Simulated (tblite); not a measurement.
C4H9ClO3S.
SMILES with atom numbers: `[CH3:1][O:2][C@@H:3]([CH3:4])[CH2:5][S:6](=[O:7])(=[O:8])[Cl:9]` (hydrogens: H10, H11, H12 on C1; H13 on C3; H14, H15, H16 on C4; H17, H18 on C5)

Structure optimised with GFN2-xTB, isolated species.

**Question.** Give the optimised bond lengths and angles.

**Answer.** 
```csv
bond,length (Å)
C1–O2,1.411
O2–C3,1.420
C3–C4,1.526
C3–C5,1.515
C5–S6,1.827
S6=O7,1.421
S6=O8,1.426
S6–Cl9,2.050
"C1–H10, C1–H11, C1–H12",1.092
C3–H13,1.100
"C4–H14, C4–H15, C4–H16",1.087
C5–H17,1.085
C5–H18,1.084
```

Bonds in one row agree within 0.01 Å and their mean is given. A selection of angles:
```csv
angle,degrees
C1–O2–C3,115.8
O2–C3–C4,112.5
O2–C3–C5,101.6
C4–C3–C5,113.8
C3–C5–S6,99.8
C5–S6–O7,115.1
C5–S6–O8,111.8
C5–S6–Cl9,97.0
O7–S6–O8,121.2
O7–S6–Cl9,103.6
O8–S6–Cl9,103.8
```

Dihedral angles: C1–O2–C3–C4 91° (anticlinal); O2–C3–C5–S6 41° (synclinal); C3–C5–S6–O7 -97° (anticlinal).

Of the pairs four or more bonds apart, O2···O8 is among the closest relative to their van der Waals radii: 2.69 Å, 89 % of the sum of Bondi's values. S6 (sulfonyl sulfur) has angles from 97.0° to 121.2°. O2 (ether oxygen) is bent (angle 115.8°).

Point group: C1 (no symmetry element, even within 0.4 Å). Its GFN2-xTB frequencies are all real (lowest 80 cm⁻¹). The numbers are those of one conformer. 3 starts were optimised and ended at 0.00, 3.57 and 4.01 kcal/mol (GFN2-xTB); the lowest of these is shown.

On Arm Neoverse V1, one thread, shared host with 32 logical CPUs at a one-minute load of 31, this took 1.1 s wall. That covers the optimisation of the geometry.

The numbers are calculated, not measured.
